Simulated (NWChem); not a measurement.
Everything below was run with NWChem. System: HAl, charge 0, spin multiplicity 1, at a geometry optimised with PBE/def2-SVP. The structure started from a generated list of species. Level: real-time TD-PBE0/6-31G* (spherical d).

Part of the output:

```
             Northwest Computational Chemistry Package (NWChem) 7.3.0
             --------------------------------------------------------

                                NWChem Input Module
                                -------------------

 Scaling coordinates for geometry "system" by  1.889725989
 (inverse scale =  0.529177249)

                              Geometry "system" -> ""
                              -----------------------

 Output coordinates in angstroms (scale by  1.889725989 to convert to a.u.)

  No.       Tag          Charge          X              Y              Z
 ---- ---------------- ---------- -------------- -------------- --------------
    1 Al                  13.0000     0.00000000     0.00000000     0.12029700
    2 H                    1.0000     0.00000000     0.00000000    -1.56385800

 Effective nuclear repulsion energy (a.u.)       4.0847215589

            Nuclear Dipole moment (a.u.)
            ----------------------------
        X                 Y               Z
 ---------------- ---------------- ----------------
     0.0000000000     0.0000000000     0.0000056692


 Summary of "ao basis" -> "" (spherical)
 ------------------------------------------------------------------------------
       Tag                 Description            Shells   Functions and Types
 ---------------- ------------------------------  ------  ---------------------
 *                           6-31g*                   on all atoms

                                 NWChem DFT Module
                                 -----------------

 Summary of "ao basis" -> "ao basis" (spherical)
 ------------------------------------------------------------------------------
       Tag                 Description            Shells   Functions and Types
 ---------------- ------------------------------  ------  ---------------------
 Al                          6-31g*                  8       18   4s3p1d
 H                           6-31g*                  2        2   2s

 Summary of "ao basis" -> "ao basis" (spherical)
 ------------------------------------------------------------------------------
       Tag                 Description            Shells   Functions and Types
 ---------------- ------------------------------  ------  ---------------------
 Al                          6-31g*                  8       18   4s3p1d
 H                           6-31g*                  2        2   2s

  itol2e modified to match energy
  convergence criterion.
  tol_rho modified to match energy
  convergence criterion.

            General Information
            -------------------
          SCF calculation type: DFT
          Wavefunction type:  closed shell.
          No. of atoms     :     2
          No. of electrons :    14
           Alpha electrons :     7
            Beta electrons :     7
          Charge           :     0
          Spin multiplicity:     1
          Use of symmetry is: off; symmetry adaption is: off
          Maximum number of iterations: 100
          AO basis - number of functions:    20
                     number of shells:    10
          Convergence on energy requested:  1.00D-10
          Convergence on density requested:  1.00D-09
          Convergence on gradient requested:  1.00D-08

              XC Information
              --------------
                         PBE0 Method XC Functional
                     Hartree-Fock (Exact) Exchange  0.250
          PerdewBurkeErnzerhof Exchange Functional  0.750
            Perdew 1991 LDA Correlation Functional  1.000 local
           PerdewBurkeErnz. Correlation Functional  1.000 non-local

             Grid Information
             ----------------
          Grid used for XC integration:  medium
          Radial quadrature: Mura-Knowles
          Angular quadrature: Lebedev.
          Tag              B.-S. Rad. Rad. Pts. Rad. Cut. Ang. Pts.
          ---              ---------- --------- --------- ---------
          Al                  1.25       88           7.0       590
          H                   0.35       45           8.0       434
          Grid pruning is: on
          Number of quadrature shells:   133
          Spatial weights used:  Erf1
[...]
          dE off:    2 iters        100 iters           100 iters

      Screening Tolerance Information
      -------------------------------
          Density screening/tol_rho:  1.00D-13
          AO Gaussian exp screening on grid/accAOfunc:  23
          CD Gaussian exp screening on grid/accCDfunc:  20
          XC Gaussian exp screening on grid/accXCfunc:  20
          Schwarz screening/accCoul:  1.00D-11

 *************************
 * Closed-shell RT-TDDFT *
 *************************

 Geometry               Atoms      Basis func.   Nuc. charge          Nuc. dip. mom.
 -----------------------------------------------------------------------------------------
 *system               2 (100% )    20 (100% )     14.00        0.00      0.00      0.00

=============== Geometry Initialization ===============
  Active geometry: "system"
  No linear dependencies
  Number of atomic orbitals    = 20
  Number of molecular orbitals = 20
=======================================================

             System parameters
             -----------------
     No. atoms              : 2
     Wavefunction type      : restricted
     No. alpha electrons    : 7
     No. beta electrons     : 7
     Total no. electrons    : 14
     System charge          : 0

               2e integrals
               ------------
     tol2e for real part of Fock matrix:  1.0000E-11
     tol2e for imag part of Fock matrix:  1.0000E-13

                    Propagation parameters
                    ----------------------
     End time (tmax)       :  1.5000E+02 au =  3.6283E+00 fs
     Time step (dt)        :  2.0000E-01 au =  4.8378E-03 fs
     No. time steps (nt)   : 750
     Progagation method    : 2nd order Magnus w/ self-consistent interpolation
     Exponentiation method : Adaptive contractive power series

                        Tolerances
                        ----------
     Zero / comparison / check tolerance  :  1.0000E-08
     Series convergence tolerance         :  1.0000E-10
     Interpolation convergence tolerance  :  1.0000E-07
     Reqd no. zero terms in series        : 3
     Reqd no. zero terms in interpolation : 1

                Output and checking parameters
                ------------------------------
     Quantites to print : messages, dipole, field, energy, <S^2>
     No. print points   : 750 (once every 1 time steps)
     No. checks         : 10 (once every 75 time steps)
     No. restart points : 100 (once every 7 time steps)
     Checking level     : 1 (checkpoints only)
     Profiling          : No

 Dipole and quadrupole matrices
 ------------------------------
     Center of mass = ( 0.0000E+00,  0.0000E+00,  1.1273E-01)
     norm[D_x]  =  2.1194E+00
     norm[D_y]  =  2.1194E+00
     norm[D_z]  =  2.9553E+00
     norm[Q_xx] =  1.3475E+01
     norm[Q_xy] =  4.4917E+00
     norm[Q_xz] =  4.4917E+00
     norm[Q_yy] =  1.3475E+01
     norm[Q_yz] =  4.4917E+00
     norm[Q_zz] =  1.3527E+01

         Applied fields
         --------------

               "kick"
     Type            : delta
     Polarization    : y
     Field maximum   :  1.0000E-04 au =  5.1421E-02 V/nm

        Excitation rules
        ----------------
     Excite geometry "system" with "kick"

                             Closed shell propagation
                             ------------------------

****************************** WARNING ******************************
  Starting movecs not specified--trying SCF output:
   ./mol.movecs
*********************************************************************

     File name              : ./mol.movecs
     Job title              :
     Basis set name         : ao basis
     SCF type               : dft
     Atomic orbitals        : 20
     Molecular orbitals     : 20

   Vector      Occupation     Eigenvalue [au]
 --------------------------------------------
         1        2.00       -5.61716158E+01
         2        2.00       -4.19387581E+00
         3        2.00       -2.72431626E+00
         4        2.00       -2.72431626E+00
         5        2.00       -2.71677494E+00
         6        2.00       -3.73920359E-01
         7        2.00       -2.12567089E-01
         8        0.00       -6.56739217E-02
         9        0.00       -6.56739217E-02
        10        0.00        7.68042164E-02
        11        0.00        1.30125963E-01
        12        0.00        2.02885780E-01
        13        0.00        2.02885780E-01
        14        0.00        2.09194120E-01
        15        0.00        4.77477996E-01
        16        0.00        4.77478426E-01
        17        0.00        4.77984991E-01
        18        0.00        4.77984991E-01
        19        0.00        6.02099969E-01
        20        0.00        1.02617510E+00

kick      0.00000        ### Propagation started ###
kick      0.00000        ### Checks passed ###
kick      0.00000   0.000000000000E+000   1.000000000000E-004   0.000000000000E+000     # Applied E-field [system] (alpha spin)
kick      0.00000   0.000000000000E+000   1.000000000000E-004   0.000000000000E+000     # Applied E-field [system] (beta spin)
kick      0.00000   4.084721558880E+000     # Enuc
kick      0.00000  -3.455230101150E+002     # Ecore
kick      0.00000   1.174294456388E+002     # Ecoul
kick      0.00000  -1.882897867578E+001     # Exc(1)
kick      0.00000   0.000000000000E+000     # Exc(2)
kick      0.00000  -2.428378215931E+002     # Etot
kick      0.00000  -8.526512829121E-014     # Eadded
kick      0.00000   5.478886354760E-013   5.455852144156E-013  -9.122351421385E-002     # Dipole moment [system]
kick      0.00000        ### Saved restart file ###
kick      0.00000   2.378097718747E-013     # Magnus interpol (matrix 1 of 1)
kick      0.00000                     2     # Magnus total interpolations
kick      0.20000   0.000000000000E+000   0.000000000000E+000   0.000000000000E+000     # Applied E-field [system] (alpha spin)
kick      0.20000   0.000000000000E+000   0.000000000000E+000   0.000000000000E+000     # Applied E-field [system] (beta spin)
kick      0.20000   4.084721558880E+000     # Enuc
kick      0.20000  -3.455230101150E+002     # Ecore
kick      0.20000   1.174294456390E+002     # Ecoul
kick      0.20000  -1.882897867580E+001     # Exc(1)
kick      0.20000   0.000000000000E+000     # Exc(2)
kick      0.20000  -2.428378215929E+002     # Etot
kick      0.20000   1.685407369223E-010     # Eadded
kick      0.20000   5.478677282677E-013   3.977638461373E-006  -9.122351406962E-002     # Dipole moment [system]
kick      0.20000   5.022648963404E-013     # Magnus interpol (matrix 1 of 1)
kick      0.20000                     2     # Magnus total interpolations
kick      0.40000   0.000000000000E+000   0.000000000000E+000   0.000000000000E+000     # Applied E-field [system] (alpha spin)
kick      0.40000   0.000000000000E+000   0.000000000000E+000   0.000000000000E+000     # Applied E-field [system] (beta spin)
kick      0.40000   4.084721558880E+000     # Enuc
...
kick     28.80000   0.000000000000E+000   0.000000000000E+000   0.000000000000E+000     # Applied E-field [system] (beta spin)
kick     28.80000   4.084721558880E+000     # Enuc
kick     28.80000  -3.455230101208E+002     # Ecore
kick     28.80000   1.174294456408E+002     # Ecoul
kick     28.80000  -1.882897867616E+001     # Exc(1)
kick     28.80000   0.000000000000E+000     # Exc(2)
kick     28.80000  -2.428378215972E+002     # Etot
kick     28.80000  -4.154429689152E-009     # Eadded
kick     28.80000   5.477958162858E-013   4.260392368061E-005  -9.122351533260E-002     # Dipole moment [system]
kick     28.80000   6.661338147751E-016     # Magnus interpol (matrix 1 of 1)
kick     28.80000                     2     # Magnus total interpolations
kick     29.00000   0.000000000000E+000   0.000000000000E+000   0.000000000000E+000     # Applied E-field [system] (alpha spin)
ki
```

**Question.** Write an NWChem input that would produce this output.

**Answer.** This is not unique; one that fits is 
```
start mol
memory heap 200 mb stack 900 mb global 1100 mb
geometry "system" units angstroms nocenter noautoz noautosym
  Al     0.000000     0.000000     0.120297
  H      0.000000     0.000000    -1.563858
end
set geometry "system"
basis spherical
  * library 6-31g*
end
dft
  xc pbe0
  semidirect memsize 60000000 filesize 0
  iterations 100
  convergence energy 1e-10 density 1e-9 gradient 1e-8
  tolerances tight
end
task dft energy
rt_tddft
  tmax 150.0
  dt 0.2
  tag "kick"
  print dipole
  field "kick"
    type delta
    polarization y
    max 0.0001
  end
  excite "system" with "kick"
end
task dft rt_tddft
```
